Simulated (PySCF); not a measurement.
C6H5F3.
Numbering: `[CH:1]#[C:2][C@H:3]([CH3:4])[C:5]([F:6])=[C:7]([F:8])[F:9]` (hydrogens: H10 on C1; H11 on C3; H12, H13, H14 on C4)

Cartesian coordinates in Å at the PBE0-D3(BJ)/def2-SVP level; atoms count from 1:
```
atom  x, y, z in Å
C1     1.739    1.742    0.824
C2     1.100    0.734    0.625
C3     0.353   -0.497    0.362
C4     0.721   -1.106   -0.999
C5    -1.132   -0.309    0.521
F6    -1.751   -1.235    1.261
C7    -1.868    0.646   -0.045
F8    -1.360    1.577   -0.815
F9    -3.161    0.774    0.099
H10    2.295    2.643    1.006
H11    0.619   -1.220    1.153
H12    0.461   -0.411   -1.809
H13    1.800   -1.310   -1.050
H14    0.175   -2.048   -1.152
```

All values: B3LYP/def2-SVPD (PySCF, non-relativistic), on one gas-phase PBE0-D3(BJ)/def2-SVP geometry that isn't relaxed in the solvent. The solvent is an IEF-PCM continuum (Bondi radii, 1.10 Å for H, scaled by 1.2), and excitations are vertical TDDFT with non-equilibrium linear response and a frozen core. Specific hydrogen bonds and non-electrostatic terms are outside this model.

```tsv
run	E − E(gas) (kcal/mol)	HOMO (eV)	HOMO–LUMO gap (eV)	dipole (D)	lowest singlet (eV)	static polarisability (au)
gas	0.00	-7.12	7.03	1.73	6.34	72.3
P	-2.79	-7.08	7.09	2.01	6.34	87.4
Q	-3.74	-7.08	7.10	2.10	6.33	93.5
```

The runs were made in acetone and chloroform. Which run belongs to which solvent?

P = chloroform, Q = acetone. The dielectric constants are 4.711 (chloroform), 20.49 (acetone), and the energy falls further as ε rises. The optical constants n² used for the excitations are 2.09, 1.85 in the same order. In this model the ground state sees the solvent through ε alone.

How constant is the ratio of the lowering to (ε − 1)/(2ε + 1)?

| solvent | (ε − 1)/(2ε + 1) | E − E(gas) (kcal/mol) | ratio (kcal/mol) | polarisation term (kcal/mol) |
| --- | --- | --- | --- | --- |
| chloroform | 0.356 | -2.79 | -7.8 | -3.02 |
| acetone | 0.464 | -3.74 | -8.1 | -4.17 |

The ratio changes by +2.8 % in size from chloroform to acetone. The polarisation term is half the interaction of the solute with the induced surface charges.
